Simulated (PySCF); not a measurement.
C₂H₇F₂NSi, SMILES N[SiH2]CC(F)F.

Geometry optimised at PBE0-D3(BJ)/def2-SVP. The structure was generated by enumeration, and PubChem lists no compound with its InChIKey, so it may never have been made. The values are those of a single conformer.

Level of theory: TDA-CAM-B3LYP/def2-SVPD in PySCF.

Vertical excitations.  State labels are in the subgroup Cs.

Computed UV-visible absorptions:
```
state  symmetry  energy (eV)  λ (nm)      f                                                                main pairs
-----  --------  -----------  ------  -----  ------------------------------------------------------------------------
S1           A'         6.39     194  0.034                                                            HOMO→LUMO 91 %
S2           A'         7.62     163  0.002                                                          HOMO→LUMO+1 77 %
S3           A'         8.09     153  0.028                                                          HOMO→LUMO+3 66 %
S4           A"         8.13     152  0.009                      HOMO→LUMO+4 50 %, HOMO→LUMO+8 30 %, HOMO→LUMO+5 10 %
S5           A"         8.22     151  0.005                                                          HOMO→LUMO+5 79 %
S6           A'         8.29     150  0.043                                                          HOMO→LUMO+2 81 %
S7           A"         8.57     145  0.042                                                          HOMO−1→LUMO 85 %
S8           A'         8.69     143  0.025     HOMO−2→LUMO 50 %, HOMO→LUMO+7 22 %, HOMO→LUMO+10 9 %, HOMO→LUMO+3 8 %
S9           A'         9.04     137  0.009  HOMO→LUMO+6 32 %, HOMO→LUMO+7 19 %, HOMO−2→LUMO+1 16 %, HOMO−2→LUMO 13 %
S10          A'         9.20     135  0.066  HOMO→LUMO+7 26 %, HOMO→LUMO+6 23 %, HOMO−2→LUMO 18 %, HOMO−2→LUMO+1 10 %
T1           A'         5.99     207      0                                                            HOMO→LUMO 85 %
T2           A'         7.36     168      0                                        HOMO→LUMO+1 63 %, HOMO→LUMO+3 14 %
T3           A'         7.78     159      0                                                          HOMO→LUMO+3 62 %
T4           A"         7.90     157      0                      HOMO→LUMO+4 44 %, HOMO→LUMO+8 27 %, HOMO→LUMO+5 15 %
```
Triplets are in the Tamm–Dancoff approximation.
